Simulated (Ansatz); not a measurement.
**Question.** Predict a relaxed structure of trans-NiH(PF3)2F (NiP2HF7), charge 0, singlet, at PBE-D4/def2-SVP (Ansatz).

**Answer.** 
Cartesian coordinates in Å:
```
Ni -0.043 0.069 0.032
H 0.604 -1.134 -0.488
P 0.978 -0.319 1.801
F 1.983 0.806 2.327
F 1.938 -1.587 1.944
F 0.105 -0.525 3.122
F -0.840 1.554 0.680
P -0.927 0.223 -1.843
F -2.523 0.200 -1.907
F -0.623 -0.845 -2.991
F -0.653 1.558 -2.677
```
Point group C2v (tolerance 0.1 Å). The metal has 4 neighbours: H 1.46 Å, P 2.08 Å, F 1.81 Å, P 2.08 Å. This is one stationary point.

The relaxation made no stability test and no search for a lower SCF solution.
